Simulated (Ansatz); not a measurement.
Species: sum formula Si$_{2}$N$_{2}$H$_{7}$, net charge -1, singlet state. It need not be the lowest isomer of its formula. Whether it binds its extra electron was not tested at this geometry. 
Coordinates optimised at B3LYP-D3(BJ)/def2-TZVP (Ansatz, a first-principles code):
```xyz
11

N     -1.7743     1.1925    -0.0357
Si    -1.2724    -0.5389     0.2147
N      0.4886    -0.3287     0.7181
Si     1.7497    -0.0458    -0.3726
H     -2.7726     1.3378     0.0307
H     -1.4214     1.6972    -0.8420
H     -0.8192    -0.8972    -1.2348
H      0.6596    -0.1627     1.6972
H      3.0192     0.3259     0.3513
H      1.5234     1.0603    -1.3550
H      2.1293    -1.2215    -1.2143
```
Charge -1, spin multiplicity 1.

Basis-set convergence of Hartree-Fock and CCSD correlation energies (hartree) with Ansatz. Valence correlation only, unless marked. Spin-orbit coupling is left out. Non-relativistic. This anion needs diffuse functions, which these sets lack.

```json
[
 {"basis": "cc-pV(D+d)Z", "functions": "109", "E(HF)": "-690.87573", "E(corr, CCSD)": "-0.61256"},
 {"basis": "cc-pV(T+d)Z", "functions": "236", "E(HF)": "-690.95032", "E(corr, CCSD)": "-0.74465"},
 {"basis": "cc-pV(Q+d)Z", "functions": "448", "E(HF)": "…", "E(corr, CCSD)": "…"}
]
```

Q: Complete the blanks.

A: 
- cc-pV(Q+d)Z, E(HF): -690.97011
- cc-pV(Q+d)Z, E(corr, CCSD): -0.78640
